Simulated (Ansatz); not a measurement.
Start from `C[NH][Zr]([NH]C)([NH]C)[NH]C` and change one atom or group to get `C[NH][Zr]([NH]C)([NH]C)[N](C)C`.

Ansatz, PBE0-D4/def2-TZVP geometries, multiplicity 1. Each molecule was computed in one conformer, which needn't be the lowest.

Elements past krypton have def2 core potentials.

| property | `C[NH][Zr]([NH]C)([NH]C)[NH]C` |
| --- | --- |
| LUMO energy (ωB97M-V/def2-TZVPP) / eV | 1.06 |
| size of the dipole moment (PBE/def2-TZVPP) / D | 0.40 |
| size of the dipole moment (ωB97M-V/def2-TZVPP) / D | 0.44 |
| HOMO energy (PBE0/def2-TZVPP) / eV | -6.04 |
| HOMO energy (ωB97M-V/def2-TZVPP) / eV | -8.37 |
| size of the dipole moment (B3LYP/def2-TZVPP) / D | 0.42 |

Problem. What does the change do to each property? (Estimate.)

Solution. Ansatz gave: 
```csv
property,`C[NH][Zr]([NH]C)([NH]C)[N](C)C`,shift
LUMO energy (ωB97M-V/def2-TZVPP) / eV,1.16,0.10
size of the dipole moment (PBE/def2-TZVPP) / D,0.40,0.00
size of the dipole moment (ωB97M-V/def2-TZVPP) / D,0.44,0.00
HOMO energy (PBE0/def2-TZVPP) / eV,-5.95,0.09
HOMO energy (ωB97M-V/def2-TZVPP) / eV,-8.25,0.12
size of the dipole moment (B3LYP/def2-TZVPP) / D,0.42,0.00
```

Dipoles are sizes alone; their direction can turn.

B3LYP here is the variant with VWN-RPA as its local correlation; programs differ in this.
